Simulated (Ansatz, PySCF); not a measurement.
C₂H₄O₃Si, SMILES O[Si](O)(O)C#C.

Coordinates come from a PBE-D3(BJ)/def2-SVP optimisation. The structure was generated by enumeration, and PubChem lists no compound with its InChIKey, so it may never have been made. One conformer was computed; it need not be the lowest.

Vertical ionisation energy (IE) and electron affinity (EA) in eV. Rows of orbital energies are one-electron estimates. Where ΔSCF, EOM or ADC give a negative EA the extra electron is unbound and the value depends on the basis.

```csv
level,IE,EA
"−ε(HOMO), −ε(LUMO), ωB97X/def2-TZVP (PySCF)",10.90,-1.89
"−ε(HOMO), −ε(LUMO), PBE/def2-TZVP (PySCF)",7.13,1.21
"ΔSCF, PBE0/def2-SVPD (Ansatz), final states of multiplicity 2 and 2",10.77,-1.02
"ΔSCF, PBE/def2-SVPD (Ansatz), final states of multiplicity 2 and 2",?,?
```

**Question.** Fill in the missing entries. (An estimate is asked for; the answer gives what the named calculation found.)

**Answer.** 
- ΔSCF, PBE/def2-SVPD (Ansatz, a program for electronic structure), final states of multiplicity 2 and 2, IE: 10.27
- ΔSCF, PBE/def2-SVPD (Ansatz), final states of multiplicity 2 and 2, EA: -0.81

**Question.** What vertical singlet–triplet gap does ΔSCF give with PBE0/def2-SVPD (Ansatz) and with PBE/def2-SVPD (Ansatz)? (The exact figures need the calculation; the answer reports its results.)

**Answer.** 4.95 and 5.05 eV (triplet above singlet where positive).
